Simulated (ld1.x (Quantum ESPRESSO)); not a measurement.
carbon (C), ultrasoft: configuration errors across variants

ld1.x (Quantum ESPRESSO) 7.5 input, shortened:

```
&input
   title='C', zed=6., rel=1, dft='PBE', iswitch=3,
   config='[He] 2s2 2p2'
 /
 &inputp
   pseudotype=3, tm=.true., lloc=-1, rcloc=1.55,
   nlcc=.true., rcore=0.80
 /
4
2S  1  0   2.00   0.00  0.70  0.95  0.0
2S  1  0   0.00   3.10  0.70  0.95  0.0
2P  2  1   2.00   0.00  1.95  2.60  0.0
2P  2  1   0.00   0.50  1.95  2.60  0.0
 &test
   configts(1)='2s2 2p2'
 /
```

All-electron excitation energies from the reference (eV): (1) 2s2 2p1 10.862; (2) 2s2 2p0 35.018; (3) 2s1 2p0 83.212; (4) 2s2 2p1.5 3.963; (5) 2s1 2p3 8.478; (6) 2s1 2p2 19.615; (7) 2s2 2p2.3 -1.158.

The overlap operator is not positive definite (basis up to 400 Ry) in “all radii but the core radius scaled by about 1.30 (s 1.24, p 3.38 bohr, rcut 0.90/2.52); local potential all-electron potential smoothed inside 2.00 bohr (lloc = -1)”, “local potential all-electron potential smoothed inside 2.94 bohr (lloc = -1)”. Such files are unfit for use, however small their errors in these radial tests.

1 further variants failed, have other tests or too few solved ones, and are left out.

Errors AE − PS in meV (a dash: test not solved or not reliable):

```tsv
change	(1)	(2)	(3)	(4)	(5)	(6)	(7)	bound ghosts
base	-76	+274	+495	-32	+22	-190	-12	not determined
local potential all-electron potential smoothed inside 2.25 bohr (lloc = -1)	-79	+267	+488	-33	+22	-187	-13	not determined
augmentation PSQ, radius 0.60 bohr	+11	+124	+126	+2.0	+69	+24	+0.7	none
waves 2s (bound): rcut 0.70, rcutus 1.10 bohr; 2s channel at 3.1 Ry: rcut 0.70, rcutus 1.10 bohr	-77	+266	+486	-32	+22	-189	-12	not determined
type TM; waves now 2s (bound): rc 0.95 bohr; 2p (bound): rc 2.60 bohr; local potential all-electron potential smoothed inside 0.85 bohr (lloc = -1)	+77	+700	+1365	+11	-18	-90	+1.0	none
all radii but the core radius scaled by about 1.30 (s 1.24, p 3.38 bohr, rcut 0.90/2.52); local potential all-electron potential smoothed inside 2.00 bohr (lloc = -1)	-161	+629	+1231	-71	-26	-643	-32	not determined (overlap not positive)
waves 2p (bound): rcut 1.95, rcutus 2.64 bohr; 2p channel at 0.5 Ry: rcut 1.95, rcutus 2.64 bohr	-75	+274	+495	-32	+22	-189	-12	not determined
local potential all-electron potential smoothed inside 2.94 bohr (lloc = -1)	-80	+261	+484	-33	+21	-186	-13	not determined (overlap not positive)
```

Question: Give the same row for: core correction a·sin(br)/r model core inside 0.74 bohr.

Answer: -76, +267, +498, -32, +18, -190, -12; bound ghosts: not determined.
